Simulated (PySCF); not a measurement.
C₂H₉BO₂Si₂, SMILES C([SiH2][SiH2]B(O)O)=C at its GFN2-xTB optimised geometry (Å):

```
16

C      1.1836    -0.2826    -3.5787
C      2.0232     0.7284    -3.4272
Si     2.4854     1.5028    -1.7649
Si     1.4930     0.3752     0.0000
B     -0.4792     0.3752     0.0000
O     -1.0885     1.5803     0.0000
O     -1.2978    -0.7165    -0.0299
H      0.9357    -0.7031    -4.5427
H      0.6970    -0.7464    -2.7324
H      2.4786     1.1478    -4.3172
H      2.0992     2.9206    -1.8675
H      3.9574     1.5087    -1.7271
H      2.0116    -1.0171     0.0207
H      2.0481     0.9207     1.2520
H     -2.0481     1.5531    -0.0088
H     -0.8905    -1.5803    -0.0172
```

Level of theory: PBE0/def2-TZVP run with PySCF.

Map of the electrostatic potential (hartree/e), clipped to [-0.08, 0.12] on the plane z = 1.5 Å:

```
|222222111111111111111111111|
|222222111111111111111111111|
|222222211111111111111111111|
|222222211100001111111111111|
|222222211100001111111111111|
|222222221000000111111111111|
|222333221000001111111111111|
|223333321000001111222111111|
|223333321100011122343211111|
|223333322111122224999421111|
|222333322223333347999621111|
|222222222234444458999521111|
|222222222345554456997321111|
|222221111234544556543211111|
|222111101123444455432111111|
|221111000122333443322111111|
|221111001122333333221111111|
|221111111223333322221111111|
|221111112233333322221111111|
|222222222334433322221111111|
|222222223334333322222111111|
|222222223333333322222221111|
|222222223333333322222222222|
|222222223333333222222222222|
|222222222333332222222222222|
|222222222222222222222222222|
|222222222222222222222222222|
```
Scale: ten equal steps from -0.032 (start of '0') to 0.120 (end of '9'), in the order '0123456789'; x runs from -4.50 to 4.50, y from -4.50 (bottom) to 4.50 (top).
